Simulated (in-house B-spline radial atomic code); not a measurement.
The numbers below are computed, except where a source is named.
# P ion on As atom: potential, deflection and energy transfer

The pair potential comes from two frozen, spherical free-atom densities (PBE, B-spline radial code, scalar-relativistic past argon): electrostatics plus the change in Thomas-Fermi kinetic and Dirac exchange energy where they overlap, the recipe behind the universal ZBL potential, which averages such potentials (from solid-state densities) over many pairs. It is written V = (Z1 Z2 e²/r) φ(r/a), with e² = 14.3996 eV·Å and a = 0.46850 Å/(Z1^0.23 + Z2^0.23); ZBL's fit is φ = 0.18175 e^(−3.1998x) + 0.50986 e^(−0.94229x) + 0.28022 e^(−0.4029x) + 0.02817 e^(−0.20162x). Where φ falls below 4e-4 it is continued as an exponential.

Masses 30.97 and 74.92 u.

| x = r/a | φ, this pair | φ, ZBL |
| --- | --- | --- |
| 0.1 | 0.8935 | 0.8928 |
| 0.25 | 0.7738 | 0.7647 |
| 0.5 | 0.6261 | 0.6096 |
| 1 | 0.4345 | 0.4164 |
| 1.5 | 0.3147 | 0.2995 |
| 2 | 0.234 | 0.2218 |
| 3 | 0.1357 | 0.1292 |
| 4 | 0.08413 | 0.08026 |
| 5 | 0.0539 | 0.05224 |
| 6.5 | 0.0294 | 0.02914 |
| 8 | 0.01774 | 0.01705 |
| 10 | 0.009775 | 0.008778 |
| 12 | 0.00537 | 0.00474 |
| 14.5 | 0.002499 | 0.002328 |
| 17 | 0.00118 | 0.001212 |

(1) At x = 4 the electrostatic, kinetic and exchange parts are 219.28, 1187.15 and -94.76 eV. Find r, V and φ.

(2) The ion comes in at 8.814 keV with impact parameter 0.5715 Å. The scattering integral gives a centre-of-mass angle of 11.17° and a closest approach of 5.248 a. What are the reduced energy, the energy passed on and the laboratory angles?

Answers

(1) a = 0.46850/(1.8642 + 2.2349) = 0.11429 Å, so r = 0.45717 Å. V = 219.28 + 1187.15 + (-94.76) = 1311.67 eV. The bare repulsion is 15 × 33 × 14.3996/0.45717 = 15591 eV, so φ = 0.0841, +4.8 % against ZBL's 0.0803. The kinetic (Pauli) term is 91 % of V here.

(2) ε = E a M2/(Z1 Z2 e² (M1 + M2)) = 8814 × 1.1345e-05 = 0.1. The most that one collision can pass on is γE with γ = 4 M1 M2/(M1 + M2)² = 0.8277. Here T = γE sin²(θ/2) = 0.8277 × 8814 × 0.009465 = 69.05 eV. The ion turns by arctan(sin θ/(cos θ + M1/M2)) = 7.9°, and the struck atom leaves at (180° − θ)/2 = 84.4°. The closest approach is 0.600 Å. With ZBL the angle would be 10.78° and T = 64.41 eV.
